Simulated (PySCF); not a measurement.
# Computed vibrations of [Ce(H2O)6]4+

[Ce(H2O)6]4+ (singlet). PySCF 2.14.0, RKS PBE0, Ce lcecp-2-SVP with ECP46, O def2-SVP, H def2-SVP; non-relativistic Hamiltonian with scalar-relativistic core potentials where named; density fitting; no spin-orbit coupling. Central differences of gradients.

```xyz
19

Ce    0.0000    0.0000    0.0000
O     0.0000    0.0000    2.3373
H     0.5529    0.5358    2.9604
H    -0.5529   -0.5358    2.9604
O     0.0000    0.0000   -2.3373
H     0.5529   -0.5358   -2.9604
H    -0.5529    0.5358   -2.9604
O     2.3340    0.0000    0.0000
H     2.9534   -0.5472    0.5472
H     2.9534    0.5472   -0.5472
O     0.0000    2.3373    0.0000
H     0.5529    2.9604    0.5358
H    -0.5529    2.9604   -0.5358
O    -2.3340    0.0000    0.0000
H    -2.9534    0.5472    0.5472
H    -2.9534   -0.5472   -0.5472
O     0.0000   -2.3373    0.0000
H    -0.5529   -2.9604    0.5358
H     0.5529   -2.9604   -0.5358
```

Run from Python with OMP_NUM_THREADS=4. Where DIIS fails, smearing, a level shift and second-order steps follow.
It took 11 min on 4 threads of Intel(R) Xeon(R) Platinum 8259CL CPU @ 2.50GHz (Skylake/Cascade Lake), with other jobs on the host.

Task: What are the harmonic wavenumbers and infrared intensities?

Result: Negative numbers are unstable modes, those under 60 cm⁻¹ near the noise; a finer grid moves soft modes by up to 10 cm⁻¹. The run didn't use the full symmetry, so degenerate modes split by noise.
```csv
cm⁻¹,km/mol
-244,–
-92,–
-92,–
-9,–
51,0.9
51,0.9
74,7.3
80,5.8
80,5.8
108,0.0
108,0.0
127,0.0
231,0.0
238,0.0
320,0.0
384,0.0
387,0.0
393,24.0
393,24.0
397,22.1
431,0.0
601,0.0
614,4.7
614,4.7
639,0.0
639,0.0
670,164.8
689,0.0
726,699.0
726,699.0
745,167.2
745,167.2
749,693.5
1670,331.0
1673,0.0
1674,0.0
1681,339.6
1681,339.6
1697,0.0
3527,1341.9
3528,0.0
3533,0.0
3537,1165.0
3537,1165.0
3564,564.4
3564,564.4
3565,0.0
3570,471.9
3570,471.9
3575,892.5
3576,0.0
```

Task: Is this a minimum?

Result: No: 3 unstable (and 1 more above −25 cm⁻¹, within the noise); the lowest moves the atoms so:
```
Ce   0.00  0.00  0.00
O    0.00  0.00  0.00
H    0.22 -0.23  0.00
H   -0.22  0.23  0.00
O    0.00  0.00  0.00
H    0.22  0.23  0.00
H   -0.22 -0.23  0.00
O    0.00  0.00  0.00
H    0.00 -0.15 -0.15
H    0.00  0.15  0.15
O    0.00  0.00  0.00
H   -0.22  0.00  0.23
H    0.22  0.00 -0.23
O    0.00  0.00  0.00
H    0.00  0.15 -0.15
H    0.00 -0.15  0.15
O    0.00  0.00  0.00
H    0.22  0.00  0.23
H   -0.22  0.00 -0.23
```
